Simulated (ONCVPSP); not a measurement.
**tin: ONCV pseudisation with LDA (Perdew-Zunger), scalar-relativistic reference atom.**

```json
{
 "Element": "tin",
 "Generator": "ONCVPSP 4.0.1",
 "Type": "optimised norm-conserving Vanderbilt (ONCV)",
 "Functional": "LDA (Perdew-Zunger)",
 "Relativity": "scalar-relativistic",
 "Frozen core": "[Kr] 4d10",
 "Valence charge": "4",
 "Reference configuration": "5s1 5p3",
 "Partial waves": "5s: rc 2.10 bohr, ncon 3, nbas 7, qcut 3.3 1/bohr, 1 projector; 5p: rc 2.10 bohr, ncon 5, nbas 9, qcut 3.4 1/bohr, 1 projector",
 "Local potential": "polynomial inside 2.00 bohr (lpopt 5, dvloc0 3 Ha)",
 "Core correction": "Teter function, fcfact 2.75, rcfact 1.2"
}
```

(1) Estimate the cutoffs (Ha) at which the residual kinetic energy of the hardest occupied pseudo-wave falls to 1 and 0.1 mHa per electron.

(2) Does the potential have ghost states?

(3) Tests: 5s2 5p2; 5s2 5p1; 5s2 5p0; 5s2 5p1.5. Which has the largest error in its energy relative to the reference configuration, and how large is it?

## Answers

(1) 5.8 Ha and 29 Ha.

(2) No bound ghost flagged; no localised positive-energy state flagged.

(3) 5s2 5p0, with +30 meV (all-electron minus pseudo) on +14.29 eV.
